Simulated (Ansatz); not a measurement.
`O[SiH]([SiH3])[GeH3]` + `CC` → `CC[SiH](O)[SiH3]` + GeH₄  (formal exchange of groups at the Si–Ge bond)

Computed with Ansatz on PBE0-D4/def2-TZVP structures; ΔE is electronic, products minus reactants. CCSD(T)/CBS is the MP2 limit (def2-TZVPP, def2-QZVPP) plus CCSD(T) − MP2 in def2-TZVPP, frozen cores. This one scheme is used for every species. Functionals use def2-TZVPP. B3LYP here is the variant with VWN-RPA as its local correlation; programs differ in this. For Ge outer-core shells are correlated without core-valence functions, which leaves a few kJ/mol of doubt a bond. Scalar relativity is left out up to krypton. Each species was taken in one conformer, which may not be the lowest.

```tsv
level	ΔE (kJ/mol)
B2PLYP	21.0
PBE	29.7
B3LYP	24.8
MP2/def2-QZVPP	16.9
```

Q: What does CCSD(T)/CBS give? (Estimate.)

A: Computed: +20.3 kJ/mol. The listed levels differ from it by 0.7, 9.4, 4.5, -3.4 kJ/mol.

Largest T1 diagnostic among the species: 0.013.
